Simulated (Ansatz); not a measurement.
`OB(F)Br` + NH₃ → `NB(F)Br` + H₂O at 400 K and 1 bar (ligand exchange at a B–O bond).

Gas-phase electronic energies from Ansatz, PBE0-D4/def2-TZVP geometries. CCSD(T)/CBS is the MP2 limit (def2-TZVPP, def2-QZVPP) plus CCSD(T) − MP2 in def2-TZVPP, frozen cores. This one scheme is used for every species. For Br outer-core shells are correlated without core-valence functions, which leaves a few kJ/mol of doubt a bond. Scalar relativity is left out up to krypton. Each species was taken in one conformer, which may not be the lowest.

| species | CCSD(T)/CBS energy (Eh) | H − E (kJ/mol) | S (J/(mol·K)) |
| --- | --- | --- | --- |
| `OB(F)Br` | -2773.83630 | 80.2 | 315.8 |
| NH₃ | -56.50880 | 104.2 | 203.1 |
| `NB(F)Br` | -2753.96125 | 113.9 | 322.6 |
| H₂O | -76.37941 | 69.8 | 198.6 |

H − E and S are ideal-gas, rigid-rotor, harmonic terms from PBE0-D4/def2-TZVP, for one conformer and one mirror image of each species. 1 Eh = 2625.50 kJ/mol, R = 8.31446 J/(mol·K).

**Question.** By hand: ΔE, ΔH, ΔS and ΔG.

**Answer.** ΔE = (-2753.96125) + (-76.37941) − (-2773.83630) − (-56.50880) = 0.00444 Eh = 11.7 kJ/mol. Δ(H − E) = 113.9 + 69.8 − 80.2 − 104.2 = -0.7, so ΔH = 11.0 kJ/mol. ΔS = 322.6 + 198.6 − 315.8 − 203.1 = 2.3 J/(mol·K). ΔG = 11.0 − 400 × (2.3)/1000 = 10.1 kJ/mol.

**Question.** By hand: the equilibrium constant, and the temperature at which ΔG would vanish if ΔH and ΔS stayed fixed.

**Answer.** log₁₀ K = −ΔG/(RT ln 10) = -1.3. ΔG = 0 at ΔH/ΔS = 4783 K, far beyond where these terms or the molecules hold.

The number of gas molecules stays the same, so ΔS is small and ΔH decides. A doubt of 5 kJ/mol in ΔE shifts log₁₀ K by 0.7 here. Other conformers and mirror images would add mixing entropy, several J/(mol·K) or more a flexible species. These are equilibria of isolated gas molecules and say nothing of rates. Largest T1 diagnostic: 0.010 (customary marks: 0.02 for closed shells, 0.045 for open ones).
